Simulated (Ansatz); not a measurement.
The cluster P₂W₂. Total charge 0; quintet. Geometry PBE-D4/def2-SVP; atoms count from 1.

```
atom   x (Å)   y (Å)   z (Å)
  W1  -1.108  -0.044  -0.566
  W2   0.364  -0.175   1.177
  P3   0.617  -1.681  -0.648
  P4   0.127   1.899   0.036
```

In the def2 sets W takes a core potential; there is no spin–orbit coupling. At PBE0-D4/def2-TZVP a triplet of charge 0 lies 1.15 eV below the quintet, each at its own geometry. The structure comes from a short search, and lower isomers may exist.

(1) Estimate the Mulliken populations from the PBE0/def2-TZVP orbitals of Ansatz.

(2) Where does the spin sit?

(3) And the Mayer bond orders between heavy atoms (over 0.3)?

## Answers

(1) 
```csv
atom,charge (e),spin (α − β),d electrons
W1,0.38,1.44,4.46
W2,0.38,1.44,4.46
P3,-0.38,0.56,–
P4,-0.38,0.56,–
```
Mulliken values depend strongly on the basis.

(2) Summed by element: W 2.88, P 1.12, of 4 unpaired in all. Largest on single atoms: W1 1.44, W2 1.44, P3 0.56.

(3) W1–W2 2.50 (2.29 Å); W1–P3 1.39 (2.38 Å); W1–P4 1.39 (2.38 Å); W2–P3 1.39 (2.38 Å); W2–P4 1.39 (2.38 Å).
